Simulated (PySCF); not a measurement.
## Stationary points of CsI₂⁻

Level of theory: PBE0 in PySCF with Cs def2-TZVPD with ECP46, I def2-TZVPD with ECP28; scalar-relativistic core potentials, no spin–orbit coupling; density-fitted integrals.

Relaxations began from a few typed shapes. The search is not exhaustive: other isomers or separated fragments can lie lower, and high-lying points may rest on an excited occupation.

Problem. Which is the lowest minimum found?
A. singlet C2v: Cs–I 3.588 Å (×2); I–Cs–I 179.9°
B. singlet D∞h: Cs–I 3.587 Å (×2); I–Cs–I 180.0°

Solution. A. The others lie at 0.0 (singlet D∞h) kJ/mol above it.

Counting electrons, caesium keeps none of its valence electrons outside its bonds, so the VSEPR class is AX2 and the expected shape is linear (D∞h). The calculation gives C2v instead.

For the lowest minimum: the lowest empty level of this anion is unbound, so it and the gap depend on the basis.
